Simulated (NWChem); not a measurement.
System: CH$_{5}$F$_{2}$NSn; SMILES [CH3][Sn]([F])([F])[NH2]

```xyz
10

C     -0.7460     2.0037     0.0000
Sn    -0.0325     0.0088     0.0000
N     -1.3064    -1.5596     0.0000
F      1.1180    -0.2372    -1.5417
F      1.1180    -0.2372     1.5417
H     -1.8435     2.0018     0.0000
H     -0.3662     2.5065    -0.8990
H     -0.3662     2.5065     0.8990
H     -1.1516    -2.1452    -0.8208
H     -1.1516    -2.1452     0.8208
```
Atoms are numbered in this order, from 1.

All runs: NWChem. All runs use the structure optimised with PBE0/def2-SVP. Not confirmed as a minimum by frequencies. def2 effective core potentials on Sn; no spin-orbit coupling.

Q: What does the run give for PBE0/def2-SVP (core potentials)? Quantities: highest occupied level (eV); orbital gap (eV); dipole (D).

A: 
```yaml
highest occupied level (eV): -7.90
orbital gap (eV): 7.11
dipole (D): 2.87
```
